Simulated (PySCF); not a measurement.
**Excitation energy of Ge²⁺ by level of theory**

Ge²⁺ [Ar] 3d10 4s2 (1S) → Ge²⁺ [Ar] 3d10 4s1 5s1 (3S), as a difference of total energies. Computed with PySCF 2.14 in aug-cc-pVTZ-PP with one added diffuse shell each of s, d, f type with ECP10MDF (7s5p5d3f, 68 functions), with a scalar-relativistic core potential. Correlated levels: valence: 3s2 3p6 3d10 frozen. The calculations carry no spin-orbit coupling.

```json
{"method": "UHF", "excitation energy (cm⁻¹)": "146370"}
{"method": "MP2 (valence)", "excitation energy (cm⁻¹)": "151810"}
{"method": "SCS-MP2 (valence)", "excitation energy (cm⁻¹)": "153690"}
{"method": "CCSD (valence)", "excitation energy (cm⁻¹)": "153530"}
```

The promoted electron is Rydberg-like, and one or two diffuse shells describe it only roughly, which tends to raise the upper state.

With two correlated electrons CCSD is exact in that space.
